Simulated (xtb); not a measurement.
CH$_{2}$Cl, doublet, geometry from GFN2-xTB; GFN2-xTB (xtb 6.7.1).

Input for xtb:
```
$ xtb mol.xyz --gfn 2 --uhf 1 --etemp 10000 --json

# file mol.xyz
4

C      0.00128034    -0.21316871    -1.07804677
Cl    -0.00067229     0.11193254     0.56607046
H      0.94272613    -0.30818573    -1.57707968
H     -0.93897920    -0.31565514    -1.57783752
```

It wrote (shortened):

```
   ID    Z sym.   atoms
    1    6 C      1
    2   17 Cl     2
    3    1 H      3, 4

           -------------------------------------------------
          |                Calculation Setup                |
           -------------------------------------------------

           -------------------------------------------------
          |                 G F N 2 - x T B                 |
           -------------------------------------------------

          ...................................................
          :                      SETUP                      :
          :.................................................:
          :  # basis functions                  16          :
          :  # atomic orbitals                  15          :
          :  # shells                            7          :
          :  # electrons                        13          :
          :  max. iterations                   250          :
          :  Hamiltonian                  GFN2-xTB          :
          :  restarted?                      false          :
          :  GBSA solvation                  false          :
          :  PC potential                    false          :
          :  electronic temp.        10000.0000000     K    :
          :  accuracy                    1.0000000          :
          :  -> integral cutoff          0.2500000E+02      :
          :  -> integral neglect         0.1000000E-07      :
          :  -> SCF convergence          0.1000000E-05 Eh   :
          :  -> wf. convergence          0.1000000E-03 e    :
          :  Broyden damping             0.4000000          :
          :  net charge                          0          :
          :  unpaired electrons                  1          :
          ...................................................

 iter      E             dE          RMSdq      gap      omega  full diag
   1     -7.6817446 -0.768174E+01  0.390E+00    5.32       0.0  T
   2     -7.6837635 -0.201890E-02  0.227E+00    5.37       1.0  T
   3     -7.6837590  0.443361E-05  0.700E-01    5.15       1.0  T
   4     -7.6842902 -0.531198E-03  0.259E-01    5.24       1.0  T
   5     -7.6843299 -0.396818E-04  0.114E-01    5.23       1.0  T
   6     -7.6843547 -0.247976E-04  0.547E-02    5.21       1.0  T
   7     -7.6843587 -0.396778E-05  0.271E-02    5.20       1.8  T
   8     -7.6843599 -0.120784E-05  0.119E-03    5.20      42.1  T
   9     -7.6843599  0.113588E-09  0.430E-04    5.20     116.2  T
  10     -7.6843599 -0.495650E-09  0.174E-05    5.20    2867.8  T

   *** convergence criteria satisfied after 10 iterations ***

         :::::::::::::::::::::::::::::::::::::::::::::::::::::
         ::                     SUMMARY                     ::
         :::::::::::::::::::::::::::::::::::::::::::::::::::::
         :: total energy              -7.636713049395 Eh    ::
         :: gradient norm              0.018775785979 Eh/a0 ::
         :: HOMO-LUMO gap              5.198125589590 eV    ::
         ::.................................................::
         :: SCC energy                -7.684359890330 Eh    ::
         :: -> isotropic ES            0.001136740985 Eh    ::
         :: -> anisotropic ES          0.000842173612 Eh    ::
         :: -> anisotropic XC          0.003122165639 Eh    ::
         :: -> dispersion             -0.001085609270 Eh    ::
         :: repulsion energy           0.047646840935 Eh    ::
         :: add. restraining           0.000000000000 Eh    ::
         :: total charge              -0.000000000277 e     ::
         :::::::::::::::::::::::::::::::::::::::::::::::::::::

           -------------------------------------------------
          |                Property Printout                |
           -------------------------------------------------

    * Orbital Energies and Occupations

         #    Occupation            Energy/Eh            Energy/eV
      -------------------------------------------------------------
         1        2.0000           -1.0676772             -29.0530
         2        1.9991           -0.5912060             -16.0875
         3        1.9897           -0.5127939             -13.9538
         4        1.9872           -0.5060403             -13.7701
         5        1.9579           -0.4672700             -12.7151
         6        1.8691           -0.4283671             -11.6565
         7        1.1470           -0.3227927              -8.7836 (HOMO)
         8        0.0472           -0.1317651              -3.5855 (LUMO)
         9        0.0008           -0.0014262              -0.0388
        10        0.0007            0.0017135               0.0466
        11        0.0007            0.0018897               0.0514
        12        0.0005            0.0151262               0.4116
        13        0.0000            0.1490228               4.0551
        14        0.0000            0.2420190               6.5857
        15                          0.3215629               8.7502
      -------------------------------------------------------------
                  HL-Gap            0.1910276 Eh            5.1981 eV
             Fermi-level           -0.2976353 Eh           -8.0991 eV

     #   Z          covCN         q      C6AA      α(0)
     1   6 C        2.745    -0.081    29.994     8.967
     2  17 Cl       0.892    -0.045   100.525    15.339
     3   1 H        0.927     0.063     2.168     2.303
     4   1 H        0.927     0.063     2.168     2.303

 Mol. C6AA /au·bohr⁶  :        340.132716
 Mol. C8AA /au·bohr⁸  :      10905.427222
 Mol. α(0) /au        :         28.911408

Wiberg/Mayer (AO) data.
largest (>0.10) Wiberg bond orders for each atom

 ---------------------------------------------------------------------------
     #   Z sym  total        # sym  WBO       # sym  WBO       # sym  WBO
 ---------------------------------------------------------------------------
     1   6 C    3.026 --     2 Cl   1.099     3 H    0.963     4 H    0.963
     2  17 Cl   1.113 --     1 C    1.099
     3   1 H    0.972 --     1 C    0.963
     4   1 H    0.972 --     1 C    0.963
 ---------------------------------------------------------------------------

Topologies differ in total number of bonds
Writing topology from bond orders to xtbtopo.mol

molecular dipole:
                 x           y           z       tot (Debye)
 q only:        0.000      -0.051      -0.256
   full:        0.000      -0.061      -0.310       0.804
molecular quadrupole (traceless):
                xx          xy          yy          xz          yz          zz
 q only:        0.018       0.002      -0.533      -0.001       0.216       0.515
  q+dip:        1.223       0.008      -0.890       0.000       0.115      -0.332
   full:        0.649       0.006      -0.824      -0.001       0.205       0.174

           -------------------------------------------------
          | TOTAL ENERGY               -7.636713049395 Eh   |
          | GRADIENT NORM               0.018775785979 Eh/α |
          | HOMO-LUMO GAP               5.198125589590 eV   |
           -------------------------------------------------

normal termination of xtb
```
